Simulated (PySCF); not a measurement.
Cl₂H₅NSi₂, SMILES Cl[SiH2]N[SiH2]Cl.

Geometry: PBE0-D3(BJ)/def2-SVP. The values are those of a single conformer.

Two levels are set side by side: TDA-PBE/def2-SVPD (PySCF) and TDA-LC-ωPBE/def2-SVPD (PySCF). Vertical, same geometry. The lowest singlet is HOMO→LUMO 89 % with PBE and HOMO→LUMO 83 % with the other functional; states are paired by order. Differences are taken from unrounded values.

```csv
quantity,TDA-PBE
lowest singlet excitation (eV),6.24
lowest triplet excitation (TDA) (eV),5.91
first bright state (f over 0.05) (eV),6.56
its oscillator strength,0.13
```

Task: These are the TDA-PBE values. What does TDA-LC-ωPBE give? (An estimate is asked for; the answer gives what the named calculation found.)

Result: 
```csv
quantity,TDA-LC-ωPBE,TDA-PBE minus TDA-LC-ωPBE
lowest singlet excitation (eV),7.70,-1.46
lowest triplet excitation (TDA) (eV),7.16,-1.25
first bright state (f over 0.05) (eV),8.16,-1.61
its oscillator strength,0.14,-0.01
```

Functionals without exact exchange tend to place singlet excitations lower, as here. Differences between two approximate levels are no errors against the true value.

Rough cost on one machine, each run with all the roots and properties that it gave: TDA-LC-ωPBE against TDA-PBE about 4 times.
